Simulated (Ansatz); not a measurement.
System: ReF4 (charge 0, quartet). The spin state was set by rule; other spins were not relaxed. SMILES: [F][Re]([F])([F])[F]
Geometry: optimised at B3LYP-D3(BJ)/def2-TZVP (Ansatz, a program for electronic structure).

Wanted: atomisation energy (electronic, to ground-state atoms), in eV. Valence correlation only, unless marked. UHF or UKS for open shells. No spin-orbit coupling. Frozen are the shells of the preceding noble gas and the d and f shells that filled before the atom's block. In def2 rows, elements after Kr have scalar-relativistic effective core potentials. The coupled-cluster limit lacks core correlation, which all-electron functionals hold. CBS(X,Y): correlation extrapolated as X^-3; Hartree-Fock from the larger set. [CCSD(T)-MP2]/basis is that difference in the basis named.

```tsv
level	program	atomisation energy (eV)
BLYP/def2-TZVPD	Ansatz	?
B3LYP-D3(BJ)/def2-TZVPD	Ansatz + dftd3	19.04
PBE0/def2-QZVPP	Ansatz	19.03
B2GP-PLYP-D3(BJ)/def2-TZVPD	Ansatz + dftd3	18.78
RI-MP2/CBS(def2-TZVPP,def2-QZVPP)+[CCSD(T)-MP2]/def2-TZVPP	Ansatz	?
```

Problem. What belongs in the gaps?

Solution. 
- BLYP/def2-TZVPD, atomisation energy (eV): 19.91
- RI-MP2/CBS(def2-TZVPP,def2-QZVPP)+[CCSD(T)-MP2]/def2-TZVPP, atomisation energy (eV): 18.89
